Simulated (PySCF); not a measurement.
**How methods differ on the ionisation energy of Bi(48+)**

Bi(48+) [Ar] 3d10 4s2 4p5 [4p1/2^2 4p3/2^3, M_J = 3/2] → Bi(49+) [Ar] 3d10 4s2 4p4 [4p1/2^2 4p3/2^2, M_J = 2], as a difference of total energies. All numbers are calculated (PySCF 2.14, the two-component X2C-1e Hamiltonian, in an uncontracted even-tempered set (16 s from 6.8 bohr⁻², ratio 2.8; 14 p from 8.9 bohr⁻², ratio 2.8; 8 d from 16 bohr⁻², ratio 2.8; 4 f from 41 bohr⁻², ratio 3)). Correlated levels: [Ne] frozen; the 78 highest virtual spinors dropped. "Screened" scales the spin-orbit matrix elements by Boettger's factors to mimic the two-electron term; Breit and QED terms are absent.

| method | ionisation energy (eV) |
| --- | --- |
| GHF (spin-free) | 2743.9 |
| GMP2 (spin-free) | 2745.2 |
| GHF (screened spin-orbit) | 2695.9 |
| GMP2 (screened spin-orbit) | 2697.3 |

Breit and QED terms and the two-electron picture change are absent.

The spin-free rows relax to the high-spin LS determinant and lack the spin-orbit shift.

The labels give the starting determinants; with spin-orbit coupling the two ends relaxed to ⟨J²⟩ = 3.75, ⟨L²⟩ = 2.12, ⟨S²⟩ = 0.87 and ⟨J²⟩ = 6.00, ⟨L²⟩ = 3.36, ⟨S²⟩ = 1.47.

For comparison: 2703 ± 4 eV (theoretical estimate listed by NIST; NIST Atomic Spectra Database, ionization energies).
